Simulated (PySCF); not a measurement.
ClGa, charge +1, multiplicity 2. Atoms are numbered in the order given.

```xyz
2

Ga     0.0000     0.0000    -0.7397
Cl     0.0000     0.0000     1.3488
```
Charge +1, spin multiplicity 2.

The structure is a stationary point at PBE0-D3(BJ)/def2-TZVP. The multiplicity is an assumed one; other spin states were not compared.

Computed with B3LYP/def2-TZVPD (PySCF).

The molecule is in vacuum.

```
Quantity                                                            Value
------------------------------------------------  -----------------------
total energy                                          -2384.83934 hartree
point group                                                           C∞v
α spin, highest occupied and lowest empty level       -15.08 and -8.48 eV
β spin, highest occupied and lowest empty level      -15.60 and -12.42 eV
dipole moment about the centre of nuclear charge                   2.96 D
mean static polarisability                           34.5 bohr³ (5.11 Å³)
polarisability, principal values                   27.7, 27.7, 48.0 bohr³
⟨S²⟩                                              0.754 (pure state 0.75)
```
